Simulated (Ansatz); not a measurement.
CH6OSi2 can be A, `[SiH3]C1O[SiH2]1`, or B, `O=C[SiH2][SiH3]`.

Computed with Ansatz on PBE0-D4/def2-TZVP structures; ΔE is electronic, products minus reactants. CBS: MP2 limit from def2 TZ/QZ plus the TZ coupled-cluster correction, frozen cores. DFT in def2-TZVPP. Each species was taken in one conformer, which may not be the lowest.

Question: Which is lower in electronic energy at CCSD(T)/CBS, and by how much? (An estimate is asked.)

Answer: Ansatz gave: A, by 6.9 kcal/mol.

Question: Give E(B) − E(A) in kcal/mol with CCSD/def2-TZVPP, r2SCAN-D4, LDA (SPW92), B2PLYP, CCSD(T)/def2-SVP, PBE0-D4, MP2/def2-TZVPP. (Best estimate.)

Answer: Computed: CCSD/def2-TZVPP 5.3, r2SCAN-D4 6.2, LDA (SPW92) 8.7, B2PLYP 5.2, CCSD(T)/def2-SVP -2.9, PBE0-D4 4.7, MP2/def2-TZVPP 9.8. The order is the other way round with CCSD(T)/def2-SVP.

Question: Does the order hold for the free energy at 298.15 K (harmonic terms from PBE0-D4)? (An estimate is asked.)

Answer: The calculation gave: Yes: G(B) − G(A) = +3.9 kcal/mol, for one conformer each. Modes under 60 cm⁻¹, often nearly free rotors, make the harmonic entropy too high.

Largest T1 diagnostic: 0.016.

In def2-TZVPP, CCSD(T) changes the Hartree–Fock value by +4.9 kcal/mol (the triples alone add +0.2 kcal/mol) and MP2 by +9.3 kcal/mol. From BLYP to BHLYP (50 % exact exchange), in def2-TZVPP and without D4, E(B) − E(A) moves by +3.7 kcal/mol.
